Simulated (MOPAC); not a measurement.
MOPAC input (AM1):

```
AM1 PRECISE GNORM=0.05 LET XYZ UHF MS=0.5 GEO-OK AUX(PRECISION=9) THREADS=1
NS

N    -0.00000000 1   -0.00000000 1   -1.03778016 1
S     0.00000000 1    0.00000000 1    0.45402882 1
```

Output:

```
 *******************************************************************************
 **                                                                           **
 **                              MOPAC v23.2.5                                **
 **                                                                           **
 *******************************************************************************
 ** MOPAC's Digital Object Identifier: https://doi.org/10.5281/zenodo.6511958 **
 **                                                                           **
 ** Please cite the open-source release paper for use of this MOPAC version:  **
 ** J. E. Moussa and J. J. P. Stewart (2026)                                  **
 ** MOPAC: An open-source semiempirical molecular orbital program             **
 ** J. Open Source Softw., 11(119), 8025, https://doi.org/10.21105/joss.08025 **
 *******************************************************************************

                              AM1 CALCULATION RESULTS

 *******************************************************************************
 *  AM1        - The AM1 Hamiltonian to be used
 *  GEO-OK     - OVERRIDE INTERATOMIC DISTANCE AND OTHER SAFETY CHECKS
 *  UHF        - UNRESTRICTED HARTREE-FOCK CALCULATION
 *  MS=        - IN MECI, MAGNETIC COMPONENT OF SPIN =  0.5
 *  LET        - OVERRIDE SOME SAFETY CHECKS
 *  PRECISE    - TIGHTER CRITERIA TO BE USED
 *  XYZ        - CARTESIAN COORDINATE SYSTEM TO BE USED
 *  GNORM      - EXIT WHEN GRADIENT NORM DROPS BELOW 0.050
 *  AUX        - OUTPUT AUXILIARY INFORMATION
 *******************************************************************************
AM1 PRECISE GNORM=0.05 LET XYZ UHF MS=0.5 GEO-OK AUX(PRECISION=9) THREADS=1
 NS

   ATOM   CHEMICAL          X               Y               Z
  NUMBER   SYMBOL      (ANGSTROMS)     (ANGSTROMS)     (ANGSTROMS)

     1       N         -0.00000000  *  -0.00000000  *  -1.03778016  *
     2       S          0.00000000  *   0.00000000  *   0.45402882  *

          CARTESIAN COORDINATES

    NO.       ATOM           X           Y           Z

     1         N         -0.0000     -0.0000     -1.0378
     2         S          0.0000      0.0000      0.4540

  N: (AM1): M.J.S. DEWAR ET AL, J. AM. CHEM. SOC. 107 3902-3909 (1985)
  S: (AM1): M.J.S. DEWAR, Y-C YUAN, INORGANIC CHEMISTRY, 29, 3881:3890,  (1990)

           Empirical Formula: N S  =     2 atoms

      MOLECULAR POINT GROUP   :   C*v

          UHF CALCULATION, NO. OF ALPHA ELECTRONS =    6
                           NO. OF BETA  ELECTRONS =    5

          Geometry optimization using EF

          DIAGONAL MATRIX USED AS START HESSIAN

 CYCLE:     1  GRAD.:   150.292 HEAT:  61.29550
 CYCLE:     2  GRAD.:   493.188 HEAT:  83.12334
 CYCLE:     3  GRAD.:    57.690 HEAT:  56.34081
 CYCLE:     4  GRAD.:    21.269 HEAT:  55.69883
 CYCLE:     5  GRAD.:     1.892 HEAT:  55.60700
 CYCLE:     6  GRAD.:     0.048 HEAT:  55.60630

     GRADIENT =  0.04771 IS LESS THAN CUTOFF =  0.05000

 -------------------------------------------------------------------------------
 AM1 PRECISE GNORM=0.05 LET XYZ UHF MS=0.5 GEO-OK AUX(PRECISION=9) THREADS=1
 NS

     GEOMETRY OPTIMISED USING EIGENVECTOR FOLLOWING (EF).
     SCF FIELD WAS ACHIEVED

                              AM1 CALCULATION
                                                       MOPAC v23.2.5 Linux

          FINAL HEAT OF FORMATION =         55.60630 KCAL/MOL =     232.65674 KJ/MOL

          COSMO AREA              =         68.51 SQUARE ANGSTROMS
          COSMO VOLUME            =         51.70 CUBIC ANGSTROMS

          GRADIENT NORM           =          0.04771          =       0.03373 PER ATOM
          IONIZATION POTENTIAL    =          9.004420 EV
          ALPHA SOMO LUMO (EV)    =         -9.004 -0.840
          BETA  SOMO LUMO (EV)    =        -11.724 -0.402
          NO. OF ALPHA ELECTRONS  =          6
          NO. OF BETA  ELECTRONS  =          5
          MOLECULAR WEIGHT        =         46.0667         POINT GROUP:  C*v

          MOLECULAR DIMENSIONS (Angstroms)

            Atom       Atom       Distance
            S     2    N     1     1.39087
            S     2    N     1     0.00000
            N     1    S     2     0.00000

          SCF CALCULATIONS        =          7

   ATOM   CHEMICAL          X               Y               Z
  NUMBER   SYMBOL      (ANGSTROMS)     (ANGSTROMS)     (ANGSTROMS)

     1       N          0.00000000  *   0.00000000  *  -0.98731109  *
     2       S         -0.00000000  *   0.00000000  *   0.40355975  *

                             CARTESIAN COORDINATES

   1    N        0.000000000     0.000000000    -0.987311092
   2    S       -0.000000000     0.000000000     0.403559753

           Empirical Formula: N S  =     2 atoms

      MOLECULAR POINT GROUP   :   C*v

          ALPHA EIGENVALUES
 -33.81488 -17.29432 -15.32737 -14.36799 -12.31422  -9.00442  -0.84005   1.00468

           BETA EIGENVALUES
 -32.85075 -16.11086 -13.93451 -13.04058 -11.72413  -0.40185   0.47795   1.95285

              NET ATOMIC CHARGES AND DIPOLE CONTRIBUTIONS

  ATOM NO.   TYPE          CHARGE      No. of ELECS.   s-Pop       p-Pop
    1          N          -0.411377        5.4114     1.86789     3.54349
    2          S           0.411377        5.5886     1.83639     3.75223
 DIPOLE           X         Y         Z       TOTAL
 POINT-CHG.    -0.000     0.000     2.748     2.748
 HYBRID        -0.000     0.000    -0.798     0.798
 SUM           -0.000     0.000     1.950     1.950

          ATOMIC ORBITAL ELECTRON POPULATIONS

     Atom    s        px        py        pz
    1  N   1.86789   1.44660   0.83888   1.25801
    2  S   1.83639   1.55340   1.16112   1.03771

                    (SZ)    =    0.500000
                    (S**2)  =    0.755656

          ATOMIC ORBITAL SPIN POPULATIONS

    Atom   Total    s     px     py     pz
         Atomic
    1  N  0.4884  0.022  0.553 -0.035 -0.051
    2  S  0.5116  0.015  0.447  0.035  0.014

 **********************
 *                    *
 * JOB ENDED NORMALLY *
 *                    *
 **********************

 == MOPAC DONE ==
```

The geometry given is a B3LYP-D3(BJ)/def2-TZVP minimum.
